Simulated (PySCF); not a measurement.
CH3Cl3Sn, triplet, at the geometry of the source list (a higher spin typed on purpose: for a closed-shell molecule this is an excited state) (core potentials on Sn).

The PySCF input:
```python
from pyscf import gto, scf

mol = gto.Mole()
mol.atom = '''
    C    -1.30240000   -0.19520000    0.04370000
    Sn    0.88950000    0.13090000   -0.02900000
    Cl    1.93030000   -1.18170000   -1.64230000
    Cl    1.43730000    2.34060000   -0.52760000
    Cl    1.91810000   -0.36690000    1.99090000
    H    -1.47170000   -1.18730000    0.44430000
    H    -1.72180000    0.56790000    0.68830000
    H    -1.67940000   -0.10830000   -0.96840000
'''
mol.basis = 'def2-tzvp'
mol.ecp = {'Sn': 'def2-tzvp'}
mol.spin = 2
mol.verbose = 4
mol.build()

mf = scf.UHF(mol)
mf = mf.density_fit(auxbasis='def2-universal-jkfit')
mf.kernel()
mf.analyze()
```

Q: What does this run give for the total energy, <S^2>, dipole moment, nuclear repulsion energy, HOMO energy?

A: 
| Item | Value |
|---|---|
| total energy | -1631.4754 Eh |
| <S^2> | 2.026 |
| dipole moment | 6.16 D |
| nuclear repulsion energy | 494.8465 Eh |
| HOMO energy | -6.14 eV |

These values belong to the state on which the SCF converged, which isn't shown to be the lowest.
